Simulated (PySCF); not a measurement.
C₅H₁₄Si₃.
Z-matrix (Å and degrees, PBE0-D3(BJ)/def2-SVP geometry), rows numbered from 1:
```
C 
C   1  1.3404
C   2  1.4655  1  126.21
C   3  1.3468  2  119.29  1   177.69
C   3  1.5005  2  119.12  1     0.63
Si  5  1.9078  3  112.89  2    75.40
Si  6  2.3448  5  109.81  3    33.35
Si  7  2.3463  6  113.72  5   -72.61
H   1  1.0929  2  122.43  3     0.40
H   1  1.0923  2  120.88  3  -179.48
H   2  1.0954  1  118.67  3   179.62
H   4  1.0930  3  121.62  2  -179.67
H   4  1.0931  3  121.02  2     0.18
H   5  1.1028  3  111.54  2   -47.83
H   5  1.1008  3  109.82  2  -166.21
H   6  1.4969  5  112.10  3   -87.83
H   6  1.4983  5  108.83  3   153.87
H   7  1.5005  6  107.77  5   168.85
H   7  1.4984  6  110.46  5    51.57
H   8  1.4928  7  112.03  6    76.65
H   8  1.4954  7  110.14  6   -45.04
H   8  1.4976  7  109.07  6  -163.69
```

The calculation used TDDFT B3LYP/def2-SVPD, vertical, gas phase, core orbitals frozen in the response in PySCF.

Problem. What does the calculation give for the low-lying excited states?

Solution. 

```
state  E (eV)  λ (nm)       f  main configurations (H = HOMO, L = LUMO)
   S1    5.30   233.9   0.246                    H→L (84%), H-1→L (10%)
   S2    5.52   224.6   0.052                     H-1→L (89%), H→L (9%)
   S3    5.66   219.0  0.0006                               H→L+1 (97%)
   S4    5.90   210.1  0.0042                               H→L+2 (98%)
   S5    6.04   205.4  0.0065                               H-2→L (95%)
   S6    6.12   202.5  0.0030                  H→L+3 (79%), H→L+4 (16%)
   S7    6.19   200.3  0.0054                  H→L+4 (72%), H→L+3 (17%)
   S8    6.27   197.6  0.0030                               H→L+5 (84%)
   S9    6.34   195.6   0.034                  H-3→L (67%), H→L+6 (15%)
  S10    6.52   190.1   0.044              H-1→L+1 (63%), H-1→L+2 (23%)
```

Triplets (Tamm–Dancoff): T1 3.13 eV, H→L (95%); T2 4.79 eV, H-3→L (35%), H-2→L (23%), H-1→L (8%); T3 5.48 eV, H-1→L (87%); T4 5.59 eV, H→L+1 (91%).

The lowest singlet lies at 5.30 eV (234 nm, ultraviolet) and is strong; its leading configuration is HOMO→LUMO (84%). The lowest level is also the most intense of those listed (f = 0.246). Löwdin shares by element: HOMO carbon 80% or more (atoms not listed hold the other 20%); LUMO carbon 77% or more (atoms not listed hold the other 23%). The listed states span 1.22 eV, and the widest gap between neighbours is 0.24 eV (S3 to S4). The oscillator strengths of these states sum to 0.399; summed over the whole spectrum of an exact calculation they would give the number of electrons, 86 (Thomas–Reiche–Kuhn). Weighted by f, the mean energy of these states is 5.60 eV. All these states lie below the vertical ionisation energy of 8.51 eV (ΔSCF). Singlets were solved by full linear response, triplets in the Tamm–Dancoff approximation.

One conformer stands for the species.
